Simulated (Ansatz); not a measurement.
Na8F8, relaxed as a singlet with RKS r2SCAN-D4/def2-SVP in Ansatz, starting from the GFN2-xTB geometry. Force threshold 0.03 eV/Å.

Start:

```xyz
16

Na    2.7751    0.1239    0.7449
F     1.5039    0.3532    2.0799
Na   -0.2902    0.3486    2.3400
F    -2.0961    0.3096    1.9333
F     2.4328   -1.4542   -0.3934
Na    0.8281   -2.2294    0.1182
F    -0.9068   -2.3593    0.6310
Na   -2.4255   -1.3040    0.8325
F     2.4358    1.2732   -0.8339
Na    0.8332    2.1591   -0.5395
F    -0.9211    2.4232   -0.1696
Na   -2.4295    1.4951    0.3890
Na    2.0833   -0.3040   -1.9650
F     0.3207   -0.4238   -2.5431
Na   -1.3755   -0.2915   -1.9167
F    -2.7681   -0.1197   -0.7075
```

```tsv
step	energy (eV)	largest force component (eV/Å)	SCF passes
1	-57041.2963	2.022	16
2	-57043.1279	1.184	16
3	-57044.4293	0.440	17
4	-57044.9932	0.294	21
5	-57045.5938	0.382	20
6	-57046.1434	0.255	20
7	-57046.3932	0.254	17
8	-57046.5056	0.029	16
```

Force components are those of the run's own axes.

End:

| atom | x (Å) | y (Å) | z (Å) |
| --- | --- | --- | --- |
| Na1 | 3.4639 | 0.1067 | 0.6372 |
| F2 | 1.4322 | 0.2103 | 1.2889 |
| Na3 | -0.6550 | 0.2776 | 1.7731 |
| F4 | -2.7467 | 0.3522 | 2.2411 |
| F5 | 3.1239 | -1.6234 | -0.5442 |
| Na6 | 1.0451 | -1.6000 | -0.0169 |
| F7 | -1.0306 | -1.5588 | 0.5168 |
| Na8 | -3.0976 | -1.3417 | 1.0101 |
| F9 | 3.1191 | 1.3840 | -1.0232 |
| Na10 | 1.0418 | 1.5198 | -0.5068 |
| F11 | -1.0372 | 1.6382 | 0.0022 |
| Na12 | -3.1021 | 1.5794 | 0.5462 |
| Na13 | 2.7360 | -0.3444 | -2.1936 |
| F14 | 0.6356 | -0.2898 | -1.8079 |
| Na15 | -1.4320 | -0.1973 | -1.2492 |
| F16 | -3.4963 | -0.1129 | -0.6739 |

Bonds formed: F2–Na6, F2–Na10, Na3–F7, Na3–F11, Na6–F14, F7–Na15, Na10–F14, F11–Na15 (atoms count from 1). Metal–metal contacts that move far: Na3–Na15 4.44 to 3.16 Å, Na6–Na10 4.44 to 3.16 Å, Na10–Na12 3.46 to 4.28 Å, Na6–Na8 3.46 to 4.28 Å, Na13–Na15 3.46 to 4.28 Å, Na1–Na3 3.46 to 4.28 Å.

No frequencies were taken in this run, so the end may be a saddle point.

Hardware: 4 threads of Arm Neoverse V2 on a shared host. Wall time 100 s.
